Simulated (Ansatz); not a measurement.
H5Au3, relaxed as a quintet with UKS r2SCAN-D4/def2-SVP in Ansatz, starting from the r2SCAN-D4/def2-SVP geometry of the neutral singlet. Force threshold 0.02 eV/Å.

In the def2 sets Au takes a core potential; there is no spin–orbit coupling. At r2SCAN-D4/def2-SVP a singlet of charge 0 lies 4.62 eV below the quintet, each at its own geometry. The structure comes from a short search, and lower isomers may exist.

Start:

| atom | x (Å) | y (Å) | z (Å) |
| --- | --- | --- | --- |
| Au1 | -0.4332 | 1.2928 | -1.0360 |
| Au2 | -0.3310 | -1.1298 | 0.1287 |
| Au3 | 1.3483 | 1.1710 | 0.9482 |
| H4 | 1.7649 | 2.6970 | 0.7898 |
| H5 | -1.4474 | -1.8799 | -0.7022 |
| H6 | -0.3166 | -2.5475 | 0.7658 |
| H7 | -1.5356 | 0.9364 | -2.0845 |
| H8 | 0.9505 | -0.5400 | 1.1902 |

Task: Estimate the energy that the relaxation releases and the steps that it takes.

Result: 267.0 kJ/mol, in 25 steps; 80 s on 4 threads of Arm Neoverse V2 on a shared host. The force fell under the threshold at step 24, but the optimiser went on. No frequencies were taken in this run, so the end may be a saddle point.

Task: Does the start keep its bonding and symmetry?

Result: By distances, no bond broke or formed. The bond that changes most is Au2–H6, from 1.55 to 1.74 Å (atoms count from 1). A close non-bonded pair moves further: H5–H6, from 1.97 to 2.50 Å.

Task: Predict the relaxed structure.

Result: 
```xyz
8

Au   -1.151    1.011   -0.936
Au    0.269   -1.152   -0.198
Au    0.983    1.513    0.770
H     2.091    1.881    1.880
H    -0.382   -2.131   -1.308
H    -1.060   -1.237    0.925
H    -2.267    0.264   -1.861
H     1.518   -0.149    0.727
```
Bond lengths (bridged metal pairs left out): 2 × Au–Au 2.69 to 2.78 Å; 6 × Au–H 1.61 to 1.85 Å.
